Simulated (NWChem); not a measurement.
System: C3H9B cation, doublet; SMILES of the neutral closed-shell parent B(C)(C)C

The following NWChem deck was run.

```
start job
memory heap 200 mb stack 900 mb global 1100 mb
charge 1
geometry units angstroms noautoz
  B     -0.001480     0.127097    -0.021396
  C     -0.001183     1.646224    -0.039430
  H      0.871316     2.071788    -0.561257
  H      0.059337     1.994090     1.011527
  H     -0.920552     2.079063    -0.464955
  C      1.254568    -0.896741    -0.000621
  H      1.692770    -0.623055    -0.981398
  H      1.157510    -1.981336     0.102102
  H      1.787151    -0.454636     0.866355
  C     -1.255645    -0.898222     0.022823
  H     -1.155954    -1.984213     0.106639
  H     -1.721849    -0.608404    -0.940490
  H     -1.761285    -0.468209     0.911851
end
basis spherical
  B library cc-pvdz
  C library cc-pvdz
  H library cc-pvdz
end
dft
  odft
  mult 2
  xc xtpss03 ctpss03
  iterations 150
  mulliken
end
task dft energy
```

The geometry was optimised at PBE0/def2-SVP, spin-unrestricted. Not confirmed as a minimum by frequencies. The spin multiplicity was typed, not searched, and may not be the lowest. No stability test was run on the SCF state.

**Question.** What results follow from this input? (TPSS/cc-pVDZ, spin-unrestricted.) Quantities: basis functions; energy (Ha); highest occupied level (eV); lowest empty minus highest occupied level, either spin (eV); <S²>.

**Answer.** 
```
Property                                                       Value
-----------------------------------------------------------  -------
number of basis functions                                        101
energy (Ha)                                                  -144.29
highest occupied level (eV)                                   -12.72
lowest empty minus highest occupied level, either spin (eV)     1.33
<S²>                                                           0.753
```
